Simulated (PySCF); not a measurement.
**Correlation energy of Tl⁺ (thallium, charge +1)**

[Xe] 4f14 5d10 6s2, closed-shell 1S. All numbers are calculated (PySCF 2.14, scalar relativity through the core potential, in aug-cc-pVDZ-PP with ECP60MDF). Frozen: 5s2 5p6 5d10; 2 electrons correlated.

Total MP2 correlation energy: -17.37 mhartree.

Same-spin part 0.00 and opposite-spin part -17.37 mhartree; SCS-MP2 scales them by 1/3 and 6/5 to -20.84 mhartree.

With two correlated electrons CCSD is exact within the correlated space (frozen core and kept virtual orbitals).

| level | correlation energy (mhartree) |
| --- | --- |
| CCSD | -25.59 |

Diagnostics: T1 = 0.0022, D1 = 0.0031, largest double amplitude 0.074.

Cost of the coupled-cluster step: 0.03 s of wall time on 1 thread of AMD EPYC 9R45 96-Core Processor (shared host), for 2 correlated electrons.

Iterations:

```
CC2 = 0
CCSD nocc = 1, nmo = 23
frozen orbitals [0, 1, 2, 3, 4, 5, 6, 7, 8]
max_cycle = 100
direct = 0
conv_tol = 1e-08
conv_tol_normt = 1e-06
diis_space = 8
diis_start_cycle = 0
Init t2, MP2 energy = -171.346175164975  E_corr(MP2) -0.0173665594817277
Init E_corr(CCSD) = -0.017366559495883
cycle = 1  E_corr(CCSD) = -0.0227538511090466  dE = -0.00538729161  norm(t1,t2) = 0.0353137
cycle = 2  E_corr(CCSD) = -0.0245490149399568  dE = -0.00179516383  norm(t1,t2) = 0.0133506
cycle = 3  E_corr(CCSD) = -0.0256042028093354  dE = -0.00105518787  norm(t1,t2) = 0.00529535
cycle = 4  E_corr(CCSD) = -0.025588154355272  dE = 1.60484541e-05  norm(t1,t2) = 0.000240051
cycle = 5  E_corr(CCSD) = -0.0255881927630537  dE = -3.84077817e-08  norm(t1,t2) = 2.10197e-05
cycle = 6  E_corr(CCSD) = -0.0255876050689121  dE = 5.87694142e-07  norm(t1,t2) = 2.80222e-06
cycle = 7  E_corr(CCSD) = -0.0255877260063852  dE = -1.20937473e-07  norm(t1,t2) = 6.16264e-07
cycle = 8  E_corr(CCSD) = -0.0255877233388053  dE = 2.66757993e-09  norm(t1,t2) = 5.35871e-08
CCSD converged
E(CCSD) = -171.3543963288324  E_corr = -0.02558772333880531
```
